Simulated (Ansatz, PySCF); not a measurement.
Process, species as SMILES: C[SiH](C)N[SiH3] + 4 [H][H] (H2) -> 2 C (CH4) + N (NH3) + 2 [SiH4] (SiH4)
Geometries: B3LYP-D3(BJ)/def2-TZVP minima from Ansatz (a program for electronic structure), one conformer each, not searched for the lowest.

Property: energy of full hydrogenation (enthalpy at 298 K, with B3LYP-D3(BJ) rigid-rotor harmonic-oscillator terms from PySCF), in kJ/mol. Correlated levels leave the core frozen unless marked. Spin-orbit coupling is left out. Non-relativistic. CBS marks a two-point X^-3 extrapolation of the correlation energy; Hartree-Fock from the larger set.

CCSD(T)/CBS(cc-pV(T+d)Z,cc-pV(Q+d)Z) (Ansatz) gives 64.1 kJ/mol.

Question: Another calculation gave 48.7 kJ/mol. Which level was it?
A) wB97X/def2-TZVPD (Ansatz)
B) r2SCAN/def2-TZVPD (Ansatz)
C) B2GP-PLYP/def2-TZVPD (Ansatz)
D) revPBE/def2-TZVPD (Ansatz)

Answer: C, B2GP-PLYP/def2-TZVPD (Ansatz). The others give 31.0 (wB97X), 18.3 (revPBE), 59.8 (r2SCAN) kJ/mol.
